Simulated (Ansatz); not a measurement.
# A geometry optimisation of F2GeH2NSi with B3LYP/6-31G*

The starting geometry of this gas-phase doublet was optimised with GFN2-xTB.

```xyz
7

F    -3.5868   -2.9878   -1.0456
F    -0.6952   -2.8579   -2.2956
Ge   -0.7762   -1.0455   -2.1497
N    -1.8221   -1.0238   -0.6311
Si   -2.7007   -2.3116    0.1246
H    -3.7166   -1.7684    1.0199
H    -1.8615   -0.1521   -0.1232
```

Task: Predict what becomes of its bonds when it is optimised with B3LYP/6-31G*.

Result: It keeps its bonds.

The energy falls by 0.13 eV over 11 steps:

| step | E − E(last) (eV) |
| --- | --- |
| 1 | 0.129 |
| 2 | 0.038 |
| 3 | 0.016 |
| 4 | 0.007 |
| 5 | 0.005 |
| 7 | 0.001 |
| 8 | 0.000 |
| 9 | 0.000 |
| 10 | 0.000 |
| 11 | 0.000 |

Final geometry (Å):

```yaml
atoms:
  - { symbol: F, position_ang: [-3.7410, -2.9789, -1.0791] }
  - { symbol: F, position_ang: [-0.7374, -2.8283, -2.2153] }
  - { symbol: Ge, position_ang: [-0.5993, -1.0645, -2.0488] }
  - { symbol: N, position_ang: [-1.8408, -0.9996, -0.6663] }
  - { symbol: Si, position_ang: [-2.7066, -2.3663, 0.0074] }
  - { symbol: H, position_ang: [-3.5185, -1.8215, 1.1473] }
  - { symbol: H, position_ang: [-2.0155, -0.0880, -0.2458] }
```

No frequencies were run, so the end isn't proven a minimum. Open shells are spin-unrestricted. Run with Ansatz 0.2.0, 39 s on 2 threads of Intel(R) Xeon(R) 6975P-C (Granite Rapids), on a shared host.
